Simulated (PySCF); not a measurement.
FGeH5N2O. Atoms are numbered in the order given.

```xyz
10

N     -1.2124    -1.2909    -0.3996
Ge     0.0031    -0.0067     0.0153
N      1.4834    -0.5849     0.8849
O     -0.6692     1.2460     1.0628
F      0.3681     0.7240    -1.5359
H     -1.3418    -1.4445    -1.3969
H     -1.0844    -2.1776     0.0819
H      2.2196    -0.9594     0.2905
H      1.8759     0.1090     1.5189
H     -1.6237     1.3341     0.9385
```
Charge 0, spin multiplicity 1.

Geometry: B3LYP-D3(BJ)/def2-SVP. This is a generated structure with no PubChem entry under its InChIKey; it may be hypothetical. The values are those of a single conformer.

These are KT2/pcSseg-1 (PySCF) values and carry that method's errors.

GIAO shieldings, no solvent; atoms listed in one row are averaged. δ = σ(ref) − σ: ¹⁵N against NH3 (σ = 266.2 ppm); ⁷³Ge against GeH4 (σ = 1669.3 ppm); ¹⁷O against H2O (σ = 330.4 ppm); ¹⁹F against CFCl3 (σ = 127.1 ppm); ¹H against TMS (σ = 31.47 ppm), references at their B3LYP-D3(BJ)/def2-TZVP geometries, non-relativistic.

Computed chemical shifts:
| nucleus | atoms | count | δ (ppm) |
|---|---|---|---|
| ¹⁵N | N1, N3 | 2 | 28.2 |
| ⁷³Ge | Ge2 | 1 | 384.9 |
| ¹⁷O | O4 | 1 | 68.9 |
| ¹⁹F | F5 | 1 | -167.4 |
| ¹H | H10 | 1 | 1.78 |
| ¹H | H9 | 1 | 1.29 |
| ¹H | H7 | 1 | 1.01 |
| ¹H | H6 | 1 | 0.98 |
| ¹H | H8 | 1 | 0.75 |
